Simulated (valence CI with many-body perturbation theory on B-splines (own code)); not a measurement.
## E1 transitions of La²³⁺

Level of theory: valence CI with perturbative core correlation (CI+MBPT): six valence electrons over a frozen Dirac-Fock core [Ar] 3d10, radial functions for each j: 9 s, 9 p, 8 d, 6 f, 3 g, 1 h, with the one-electron correlation potential Σ1, the two-electron term Σ2, the three-electron term Σ3, Breit, model QED; selected CI, second order for the rest, scaled by the run's own slope (own B-spline code, finite nucleus).

No measured spectrum was set against this ion. As an estimate, levels hold to about 250 cm⁻¹ or 0.2 % of their energy and the worst to 1 %, as in measured heavy ions of charge 2 to 7; those with d or f electrons hold less well. Among the levels kept, up to 930 cm⁻¹ of a level comes from second order outside the variational space, and about a tenth of that is noise between levels of different J, which matters for small intervals.

Lines 51 to 90 of 90 in falling wavelength, among levels below 137.84 eV, chosen from the strongest by gf and those to the six lowest levels. Wavelengths and rates use the calculated energies, so an error of 2000 cm⁻¹ moves a line at 118.2 Å by 0.24 % and its rate by three times that or more. Electric multipoles are in the length gauge, E1 and E2 with the static RPA response of the core. Weak lines are less certain than strong ones. Lines between different terms over intervals too small for the method are left out, as are lines whose strength nearly cancels. Where a level lies close to another of its J and parity, the split of strength between their lines is uncertain. The highest levels of a list are the least certain.

Levels are named by their leading jj configuration (3d3/2^4 stands for four electrons in 3d with j = 3/2), which in mixed levels can hold well under half, so a name can repeat and another be missing. Letters in brackets count levels of one name in rising energy.

```tsv
λ vac (Å)	Upper	Lower	A (s⁻¹)	S (a.u.)
118.2	(4s^2 4p1/2 4p3/2^2 4d5/2) J=3 [b]	(4s^2 4p1/2 4p3/2^3) J=2	2.04e+10	1.16e-01
118.2	(4s 4p1/2 4p3/2^4) J=1	(4s^2 4p1/2^2 4p3/2^2) J=2	6.95e+09	1.70e-02
118.1	(4s^2 4p1/2 4p3/2^2 4d5/2) J=0	(4s^2 4p1/2 4p3/2^3) J=1	7.43e+10	6.04e-02
118.0	(4s^2 4p1/2 4p3/2^2 4d5/2) J=3 [c]	(4s^2 4p1/2 4p3/2^3) J=2	1.08e+09	6.15e-03
117.2	(4s^2 4p1/2 4p3/2^2 4d3/2) J=1 [b]	(4s^2 4p1/2 4p3/2^3) J=2	3.36e+05	8.02e-07
117.2	(4s^2 4p1/2 4p3/2^2 4d5/2) J=2 [a]	(4s^2 4p1/2 4p3/2^3) J=1	1.73e+10	6.85e-02
116.9	(4s^2 4p1/2^2 4p3/2 4d5/2) J=3	(4s^2 4p1/2^2 4p3/2^2) J=2	6.44e+10	3.55e-01
116.5	(4s^2 4p1/2 4p3/2^2 4d5/2) J=2 [b]	(4s^2 4p1/2 4p3/2^3) J=1	1.98e+10	7.72e-02
116.1	(4s^2 4p1/2 4p3/2^2 4d5/2) J=2 [c]	(4s^2 4p1/2 4p3/2^3) J=2	6.40e+10	2.47e-01
114.4	(4s^2 4p1/2 4p3/2^2 4d3/2) J=1 [a]	(4s^2 4p1/2^2 4p3/2^2) J=0	2.41e+10	5.34e-02
114.1	(4s^2 4p1/2 4p3/2^2 4d5/2) J=1 [b]	(4s^2 4p1/2 4p3/2^3) J=2	1.98e+11	4.36e-01
113.8	(4s^2 4p1/2 4p3/2^2 4d3/2) J=1 [b]	(4s^2 4p1/2 4p3/2^3) J=1	5.46e+10	1.19e-01
113.8	(4s^2 4p1/2 4p3/2^2 4d5/2) J=3 [d]	(4s^2 4p1/2 4p3/2^3) J=2	7.07e+10	3.60e-01
113.2	(4s^2 4p1/2^2 4p3/2 4d5/2) J=1	(4s^2 4p1/2^2 4p3/2^2) J=2	8.51e+08	1.83e-03
112.8	(4s^2 4p1/2 4p3/2^2 4d5/2) J=2 [c]	(4s^2 4p1/2 4p3/2^3) J=1	2.28e+10	8.07e-02
110.9	(4s^2 4p1/2 4p3/2^2 4d5/2) J=1 [b]	(4s^2 4p1/2 4p3/2^3) J=1	1.57e+10	3.16e-02
110.5	(4s^2 4p1/2 4p3/2^2 4d3/2) J=2 [a]	(4s^2 4p1/2^2 4p3/2^2) J=2	4.22e+09	1.40e-02
110.1	(4s^2 4p1/2 4p3/2^2 4d3/2) J=1 [c]	(4s^2 4p1/2 4p3/2^3) J=2	9.28e+10	1.83e-01
109.0	(4s^2 4p1/2 4p3/2^2 4d5/2) J=2 [d]	(4s^2 4p1/2 4p3/2^3) J=2	1.53e+11	4.89e-01
108.9	(4s^2 4p1/2 4p3/2^2 4d3/2) J=1 [a]	(4s^2 4p1/2^2 4p3/2^2) J=2	1.04e+10	1.98e-02
108.7	(4s^2 4p1/2 4p3/2^2 4d3/2) J=3	(4s^2 4p1/2^2 4p3/2^2) J=2	4.26e+09	1.89e-02
107.1	(4s^2 4p1/2 4p3/2^2 4d3/2) J=1 [c]	(4s^2 4p1/2 4p3/2^3) J=1	5.73e+10	1.04e-01
106.5	(4s^2 4p1/2 4p3/2^2 4d5/2) J=3 [a]	(4s^2 4p1/2^2 4p3/2^2) J=2	3.55e+09	1.48e-02
106.1	(4s^2 4p1/2 4p3/2^2 4d5/2) J=2 [d]	(4s^2 4p1/2 4p3/2^3) J=1	2.92e+11	8.59e-01
104.7	(4s^2 4p1/2 4p3/2^2 4d5/2) J=1 [a]	(4s^2 4p1/2^2 4p3/2^2) J=0	7.35e+06	1.25e-05
102.7	(4s^2 4p1/2 4p3/2^2 4d3/2) J=2 [b]	(4s^2 4p1/2^2 4p3/2^2) J=2	2.39e+10	6.40e-02
100.1	(4s^2 4p1/2 4p3/2^2 4d5/2) J=1 [a]	(4s^2 4p1/2^2 4p3/2^2) J=2	1.61e+11	2.39e-01
99.85	(4s^2 4p1/2 4p3/2^2 4d3/2) J=1 [b]	(4s^2 4p1/2^2 4p3/2^2) J=0	8.13e+10	1.20e-01
97.96	(4s^2 4p1/2 4p3/2^2 4d5/2) J=2 [a]	(4s^2 4p1/2^2 4p3/2^2) J=2	1.18e+11	2.73e-01
97.57	(4s^2 4p1/2 4p3/2^2 4d5/2) J=1 [b]	(4s^2 4p1/2^2 4p3/2^2) J=0	1.45e+11	1.99e-01
97.51	(4s^2 4p1/2 4p3/2^2 4d5/2) J=2 [b]	(4s^2 4p1/2^2 4p3/2^2) J=2	2.67e+11	6.10e-01
96.32	(4s^2 4p1/2 4p3/2^2 4d5/2) J=3 [b]	(4s^2 4p1/2^2 4p3/2^2) J=2	3.31e+11	1.02e+00
96.15	(4s^2 4p1/2 4p3/2^2 4d5/2) J=3 [c]	(4s^2 4p1/2^2 4p3/2^2) J=2	1.34e+11	4.11e-01
95.63	(4s^2 4p1/2 4p3/2^2 4d3/2) J=1 [b]	(4s^2 4p1/2^2 4p3/2^2) J=2	3.09e+11	4.00e-01
94.92	(4s^2 4p1/2 4p3/2^2 4d5/2) J=2 [c]	(4s^2 4p1/2^2 4p3/2^2) J=2	1.31e+11	2.76e-01
94.63	(4s^2 4p1/2 4p3/2^2 4d3/2) J=1 [c]	(4s^2 4p1/2^2 4p3/2^2) J=0	3.64e+11	4.57e-01
93.53	(4s^2 4p1/2 4p3/2^2 4d5/2) J=1 [b]	(4s^2 4p1/2^2 4p3/2^2) J=2	5.62e+10	6.81e-02
93.37	(4s^2 4p1/2 4p3/2^2 4d5/2) J=3 [d]	(4s^2 4p1/2^2 4p3/2^2) J=2	1.85e+11	5.20e-01
90.83	(4s^2 4p1/2 4p3/2^2 4d3/2) J=1 [c]	(4s^2 4p1/2^2 4p3/2^2) J=2	7.78e+08	8.64e-04
90.09	(4s^2 4p1/2 4p3/2^2 4d5/2) J=2 [d]	(4s^2 4p1/2^2 4p3/2^2) J=2	5.09e+10	9.19e-02
```
